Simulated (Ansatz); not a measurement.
`FB1[SiH2][SiH2]1`, 8 atoms. The species carries charge 0 and has multiplicity 1. All runs use 2 threads of an Arm Neoverse V1 on a shared host. Correlated methods freeze the cores.

How many basis functions does each run have, and how long does it take in Ansatz? RHF-MP2/def2-QZVPP energy; RKS BHLYP-D4/def2-TZVPP energy; RKS r2SCANh-D4/def2-TZVPP energy; RKS ωB97M-V/def2-SVP energy; direct RPA on PBE orbitals/def2-TZVPP energy; RHF-CCSD(T)/def2-TZVPP energy; RKS ωB97M-V/def2-QZVPP energy; RKS PBE0-D4/def2-TZVP frequencies; RKS PBE0-D4/def2-TZVP relaxation (8 steps); RKS ωB97X-V/def2-TZVPP energy; RHF-CCSD(T)/def2-SVP energy; RKS r2SCAN0-D4/def2-TZVPP energy. (An estimate is asked.)

Computed: Other jobs shared the machine, so times are rough.

```tsv
level	job	functions	wall time	peak host memory (GiB)
RHF-CCSD(T)/def2-SVP	energy	84	3.1 s	0.38
RKS BHLYP-D4/def2-TZVPP	energy	202	4.1 s	0.41
direct RPA on PBE orbitals/def2-TZVPP	energy	202	6.5 s	0.38
RKS r2SCAN0-D4/def2-TZVPP	energy	202	7 s	0.42
RKS ωB97M-V/def2-SVP	energy	84	7.5 s	0.38
RKS r2SCANh-D4/def2-TZVPP	energy	202	7.5 s	0.42
RKS ωB97X-V/def2-TZVPP	energy	202	11 s	0.5
RHF-MP2/def2-QZVPP	energy	374	22 s	1.6
RKS ωB97M-V/def2-QZVPP	energy	374	27 s	1.2
RKS PBE0-D4/def2-TZVP	relaxation (8 steps)	160	35 s	0.33
RHF-CCSD(T)/def2-TZVPP	energy	202	76 s	2.4
RKS PBE0-D4/def2-TZVP	frequencies	160	2 min	0.38
```
